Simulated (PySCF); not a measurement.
Molecular orbitals of NaTl⁺

r²SCAN at R = 3.639 Å; PySCF, scalar-relativistic core potentials, basis sets Na def2-SVPD, Tl def2-SVPD with ECP60. State: ²Σ⁺ (doublet), unpaired electrons σ ↑. Only the outer orbitals are listed, counted within each symmetry, core potentials removing the inner ones.

```csv
spin,orbital,occ.,ε (eV),on Na (%),main shells (%)
α,1δ,1,-20.86,0,100 Tl d
α,1δ,1,-20.86,0,100 Tl d
α,3π,1,-20.71,0,100 Tl d
α,3π,1,-20.71,0,100 Tl d
α,6σ,1,-20.66,0,100 Tl d
α,7σ,1,-14.41,2,98 Tl s
α,8σ,1,-7.92,37,"60 Tl p, 28 Na s"
α,4π,0,-6.38,5,94 Tl p
α,4π,0,-6.38,5,94 Tl p
α,9σ,0,-5.33,77,"76 Na s, 26 Tl p"
β,1δ,1,-20.85,0,100 Tl d
β,1δ,1,-20.85,0,100 Tl d
β,3π,1,-20.63,0,100 Tl d
β,3π,1,-20.63,0,100 Tl d
β,6σ,1,-20.57,0,100 Tl d
β,7σ,1,-13.99,1,99 Tl s
β,8σ,0,-6.21,47,"53 Tl p, 42 Na s"
β,4π,0,-6.00,3,96 Tl p
β,4π,0,-6.00,3,96 Tl p
```

Question: Which are the highest filled and the lowest empty level, where do they sit, and how wide is the gap?

Answer: Highest filled α 8σ at -7.92 eV (in %: 60 Tl p, 28 Na s); lowest empty α 4π at -6.38 eV (in %: 94 Tl p); the gap at r²SCAN is 1.54 eV.

```json
{
 "bond order (Mayer)": "0.49",
 "⟨S²⟩": "0.754",
 "charge on Na (Mulliken, basis-dependent)": "0.60",
 "charge on Na (Löwdin, basis-dependent)": "0.55",
 "dipole moment (positive dipole points towards Tl; it is taken about the centre of mass and depends on that origin)": "-9.52 D"
}
```

These are scalar-relativistic numbers at best; spin–orbit coupling would shift them, the dissociation energy most. The state is the lowest determinant that a PBE0 search found; another state may lie lower at other levels.
